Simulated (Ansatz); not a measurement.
C3H9ClHf, SMILES `[CH3][Hf]([CH3])([CH3])[Cl]`, relaxed with RKS PBE0-D4/def2-TZVP in the Gaussian-basis code of Ansatz from a GFN2-xTB geometry. The force threshold is 0.005 eV/Å; the program also tests the step.

The species carries charge 0 and has multiplicity 1. Hf takes the def2 core potential.

Start:

```xyz
14

C    -1.784   -0.239    1.254
Hf    0.098   -0.428   -0.014
C    -0.237    0.211   -2.174
C     1.892    0.600    0.939
Cl    0.627   -2.764   -0.097
H    -2.516    0.489    0.877
H    -2.315   -1.200    1.312
H    -1.576    0.056    2.292
H    -0.871   -0.512   -2.707
H    -0.721    1.189   -2.297
H     0.703    0.265   -2.742
H     1.765    1.676    1.112
H     2.800    0.496    0.328
H     2.135    0.161    1.917
```

Task: By how much does the energy fall, and how many steps does the optimiser take? (An estimate is asked.)

Result: Ansatz gave: 19.35 kJ/mol, in 20 steps, 1 of them rejected.

Task: Which bonds change most? (Best estimate.)

Result: Computed: C1–Hf2 from 2.278 to 2.203 Å; Hf2–C3 from 2.277 to 2.204 Å; Hf2–C4 from 2.277 to 2.204 Å; Hf2–Cl5 from 2.396 to 2.359 Å.

Task: Give the relaxed structure. (Best estimate.)

Result: Ansatz gave: 
```xyz
14

C    -1.686   -0.255    1.162
Hf    0.134   -0.631   -0.022
C    -0.201    0.240   -2.018
C     1.756    0.553    0.887
Cl    0.687   -2.920   -0.148
H    -2.443    0.262    0.559
H    -2.142   -1.176    1.544
H    -1.463    0.385    2.026
H    -1.051   -0.224   -2.534
H    -0.413    1.314   -1.938
H     0.676    0.127   -2.667
H     1.457    1.604    0.987
H     2.667    0.529    0.276
H     2.024    0.192    1.887
```
